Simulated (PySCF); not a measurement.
Geometry (Å), atoms numbered from 1 in this order:
```xyz
17

C    -0.504    1.305   -0.735
C    -0.407   -0.068   -0.078
C    -0.933   -1.155   -1.025
C    -1.200   -0.094    1.235
C     1.055   -0.363    0.228
O     1.986    0.355   -0.028
O     1.220   -1.548    0.836
H    -0.107    2.089   -0.074
H     0.072    1.339   -1.670
H    -1.555    1.538   -0.962
H    -0.375   -1.161   -1.974
H    -1.992   -0.964   -1.257
H    -0.853   -2.153   -0.570
H    -1.133   -1.077    1.722
H    -2.261    0.121    1.031
H    -0.831    0.667    1.939
H     2.173   -1.645    0.983
```

All values are calculated (PySCF 2.14): NMR shieldings at PBE0/pcSseg-1/GIAO, couplings computed with B3LYP/pcJ-1 (without the spin–dipole term), PBE0-D3(BJ)/def2-SVP structure. No relativistic terms, rapidly exchanging positions averaged, in vacuum, a single conformation.

List the cross peaks expected in HSQC, COSY and HMBC spectra.

Results:



HSQC (one-bond C–H):
```csv
δH,δC,"$^{1}J$(C,H) (Hz)"
1.21 (H8/H9/H10/H11/H12/H13/H14/H15/H16),28.8 (C1/C3/C4),135
```

HMBC (two and three bonds, |J| ≥ 2.5 Hz):
```csv
δH,δC [abs. J in Hz]
1.21 (H8/H9/H10/H11/H12/H13/H14/H15/H16),"182.2 (C5) [4.8], 38.2 (C2) [3.2], 28.8 (C1/C3/C4) [5.2]"
```

No COSY cross peaks are expected.

References, each an isolated molecule treated in the same way: TMS for $^{1}$H (σ = 31.27 ppm), $^{13}$C (σ = 184.41 ppm).

OH and NH positions are those of a molecule without intermolecular hydrogen bonds; in solution they move with solvent, concentration and temperature, and exchange usually removes their couplings. Shifts are as computed. Against solution values, carbons near 30 ppm lie about +2 ppm off and those near 130 ppm about +5 ppm. Of 1211 compounds with measured shifts, 218 miss one by over three times the rms of a fit or turn the order of signals round; such compounds aren't used in these exercises. Hydrogen bonding in solution deshields acid and N–H amide carbonyl carbons by as much as 10 ppm beyond these values.
